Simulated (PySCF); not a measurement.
**How good is the calculation?**

Atoms are numbered as in `[SH:1][CH2:2][c:3]1[cH:4][cH:5][cH:6][cH:7][cH:8]1`. Hydrogens are named by the atom that carries them.

Published estimates (parent shift plus substituent increments) and measurements: δ 13C C5/C7 128.5; C4/C8 127.9; C6 126.9 ppm (estimated from measurements, as parent shift plus tabulated substituent increment; solution, not stated per compound (mostly CDCl3 or CCl4); Pretsch, Buehlmann, Badertscher, Structure Determination of Organic Compounds, 4th ed. (2009)).

Level of theory: PBE0-D3(BJ)/def2-TZVP structure, shieldings: GIAO B97-2/pcSseg-2, in PySCF (one computed conformer, one averaged value for each set of equivalent atoms, isolated molecule, non-relativistic Hamiltonian).

**Question.** Set the calculated values beside the experiment.

**Answer.** 
Reference values: estimated from measurements, as parent shift plus tabulated substituent increment (solution, not stated per compound (mostly CDCl3 or CCl4); Pretsch, Buehlmann, Badertscher, Structure Determination of Organic Compounds, 4th ed. (2009)).
| atoms | quantity | reference | computed | computed, scaled |
| --- | --- | --- | --- | --- |
| C5/C7 | δ 13C | 128.5 | 135.5 | 128.7 |
| C4/C8 | δ 13C | 127.9 | 135.0 | 128.3 |
| C6 | δ 13C | 126.9 | 133.5 | 126.8 |

Computed shifts are σ(ref) − σ with the named reference compound (TMS for H and C) calculated as an isolated molecule at the same level. The measured values may be among those fitted. Shieldings were converted by linear fits to measured shifts (mostly CDCl3, TMS scale, for H and C): 13C (scatter 2.0 ppm rms, 2.1 ppm with the 3 outliers that the fit left out, with a fitted term for attached S). Occasional misses reach two or three times the rms, and more in compound classes unlike the fitted ones.

**Question.** How far are the unscaled 13C shifts from the references?

**Answer.** Mean signed difference +6.90 ppm, mean absolute 6.90 ppm over 3 comparisons; the largest is +7.1 ppm at C4/C8 (aromatic CH).
